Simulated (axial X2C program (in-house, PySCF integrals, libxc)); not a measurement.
**Outer orbitals of BiP⁻ at 2.404 Å, BP86**

All values were computed with an in-house all-electron X2C program for linear molecules (integrals from PySCF). Spin-free means the one-electron spin-free X2C Hamiltonian; two-component (2c) means X2C with spin–orbit coupling and atomic mean-field two-electron Coulomb and Gaunt terms, so the difference of the two also holds small scalar two-electron terms. Basis: Bi dyall-acv3z [13s15p11d7f1g], P dyall-av3z [9s8p3d2f] (cores contracted in-house); Gaussian nuclei, density fitting, unrestricted open shells. Masses: Bi 208.980 u, P 30.974 u.

The distance is close to the 2c PBE0 minimum; the highest filled and lowest empty levels are listed.

Spin-free orbitals, state M_S = 1/2, Λ = 1 (beyond evenly filled blocks: π+α) (Löwdin shares):

```tsv
symmetry	occupied	ε (eV)	atomic character
σα	yes	-21.44	99% Bi d
σβ	yes	-21.41	99% Bi d
δ+α	yes	-21.38	100% Bi d
δ-α	yes	-21.38	100% Bi d
π+α	yes	-21.33	100% Bi d
π-α	yes	-21.33	100% Bi d
δ+β	yes	-21.33	100% Bi d
δ-β	yes	-21.33	100% Bi d
π-β	yes	-21.31	100% Bi d
π+β	yes	-21.31	100% Bi d
σα	yes	-10.39	51% Bi s, 28% P s, 9% P p
σβ	yes	-10.19	52% Bi s, 26% P s, 10% P p
σα	yes	-7.18	46% P s, 24% Bi s, 13% Bi p
σβ	yes	-6.82	47% P s, 23% Bi s, 14% Bi p
σα	yes	-1.26	50% P p, 38% Bi p, 5% Bi s
σβ	yes	-1.11	50% P p, 37% Bi p, 5% Bi s
π-α	yes	-0.88	51% P p, 42% Bi p, 2% P d
π+α	yes	-0.88	51% P p, 42% Bi p, 2% P d
π-β	yes	-0.56	48% P p, 45% Bi p, 3% P d
π+β	yes	-0.56	48% P p, 45% Bi p, 3% P d
π+α	yes	1.18	39% Bi p, 32% P p, 14% Bi d
π-α	no	1.18	39% Bi p, 32% P p, 14% Bi d
π-β	no	1.62	37% Bi p, 34% P p, 14% Bi d
π+β	no	1.62	37% Bi p, 34% P p, 14% Bi d
σα	no	2.46	71% Bi p, 14% Bi s, 10% P p
```

The highest filled level is positive, so this functional does not bind it, and the empty levels of an anion are set by the basis. A filled and an empty partner (Λ and −Λ, same spin) share one energy because the functional has no current term.

Spinors with spin–orbit coupling (state Ω = 1/2):

```tsv
ω	occupied	ε (eV)	atomic character	λ mixture
1/2	yes	-22.81	99% Bi d	58% π, 42% σ
-1/2	yes	-22.80	99% Bi d	58% π, 42% σ
3/2	yes	-22.80	100% Bi d	81% δ, 19% π
-3/2	yes	-22.77	100% Bi d	80% δ, 20% π
-1/2	yes	-19.96	99% Bi d	58% σ, 42% π
1/2	yes	-19.96	99% Bi d	58% σ, 42% π
-5/2	yes	-19.92	100% Bi d	100% δ
-3/2	yes	-19.89	100% Bi d	80% π, 20% δ
3/2	yes	-19.88	100% Bi d	81% π, 19% δ
5/2	yes	-19.88	100% Bi d	100% δ
-1/2	yes	-10.20	49% Bi s, 29% P s, 9% P p	100% σ
1/2	yes	-10.01	52% Bi s, 26% P s, 10% P p	100% σ
-1/2	yes	-7.04	44% P s, 26% Bi s, 13% Bi p	100% σ
1/2	yes	-6.62	47% P s, 22% Bi s, 15% Bi p	100% σ
1/2	yes	-1.55	54% Bi p, 36% P p, 3% P s	51% π, 49% σ
-1/2	yes	-1.53	52% Bi p, 37% P p, 3% P s	67% σ, 33% π
1/2	yes	-0.65	56% P p, 34% Bi p, 2% Bi s	52% π, 48% σ
-3/2	yes	-0.58	61% P p, 32% Bi p, 3% Bi d	100% π
-1/2	yes	-0.49	47% P p, 44% Bi p, 2% P d	69% π, 31% σ
3/2	yes	-0.18	53% P p, 40% Bi p, 2% Bi d	100% π
1/2	yes	1.05	41% P p, 32% Bi p, 13% Bi d	95% π, 5% σ
-1/2	no	1.52	48% P p, 24% Bi p, 15% Bi d	97% π, 3% σ
-3/2	no	1.58	49% Bi p, 22% P p, 14% Bi d	100% π
3/2	no	1.96	42% Bi p, 28% P p, 16% Bi d	100% π
-1/2	no	2.49	73% Bi p, 13% Bi s, 10% P p	100% σ
```

The highest filled level is positive, so this functional does not bind it, and the empty levels of an anion are set by the basis.

(1) How does the gap between the highest filled and lowest empty level change from the spin-free to the 2c table?

Mulliken charges and populations of the two-component result (they depend on the basis, above all on diffuse functions):

Bi -0.16 e (s 11.93 p 27.17 d 30.04 f 14.01), P -0.84 e (s 6.00 p 9.74 d 0.09 f 0.01). ⟨Lz⟩ = 0.97 ħ and ⟨Sz⟩ = -0.47 ħ (-0.11 and -0.37 on the two atoms), which add up to Ω.

Occupations by symmetry block were frozen at the best pattern of an incomplete PBE0 search. Density functionals use the spin component along the axis (collinear). The functionals have no current-density term, which raises determinants with orbital currents, atoms included. The highest occupied level of some functionals is positive through self-interaction error; at Hartree–Fock it is bound.

Answers

(1) From 0.00 to 0.47 eV at BP86, a change of 0.47 eV.
